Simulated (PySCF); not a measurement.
**Spinor energies of Zn³⁺ (zinc, charge +3)**

Start: [Ar] 3d9; 3d3/2 filled at m_j = -1/2, +1/2, +3/2; 3d5/2 filled at m_j = -5/2, -3/2, -1/2, +1/2, +3/2, +5/2. Calculated with PySCF 2.14 in x2c-QZVPPall-2c: generalised Hartree-Fock with the X2C-1e Hamiltonian and a Gaussian nucleus; one run each with spin-orbit coupling (SO) screened by Boettger's factors, then bare. This is a chosen level, not necessarily the ground level.

| spinor shell | electrons | ε, screened SO (eV) | ε, bare SO (eV) | weight of nominal j (bare SO) | rms radius, bare SO (bohr) |
| --- | --- | --- | --- | --- | --- |
| 1s1/2 | 2 | -9772.7 | -9772.7 | 1.000 | 0.0580 |
| 2s1/2 | 2 | -1276.6 | -1276.6 | 1.000 | 0.244 |
| 2p1/2 | 2 | -1124.0 | -1125.2 | 1.000 | 0.217 |
| 2p3/2 | 4 | -1100.3 | -1099.7 | 1.000 | 0.220 |
| 3s1/2 | 2 | -199.69 | -199.70 | 1.000 | 0.727 |
| 3p1/2 | 2 | -147.84 | -147.98 | 0.907 | 0.760 |
| 3p3/2 | 4 | -146.82 | -146.77 | 0.953 | 0.769 |
| 3d3/2 | 3 | -62.641 | -63.408 | 0.683 | 0.905 |
| 3d5/2 | 6 | -62.894 | -62.505 | 0.842 | 0.912 |

```tsv
quantity	screened SO	bare SO
E (hartree)	-1792.06261	-1792.06655
M_J	3/2	3/2
⟨J²⟩	3.757	3.754
⟨L²⟩	6.005	6.005
⟨S²⟩	0.752	0.752
```

Each row is a mean over spinors that exchange with the open shell spreads, by up to 7.213 eV (3p1/2).

Rows whose weight is well below 1 are mixtures of j = l ± 1/2: exchange outweighs spin-orbit coupling there, and the label is only the starting occupation.
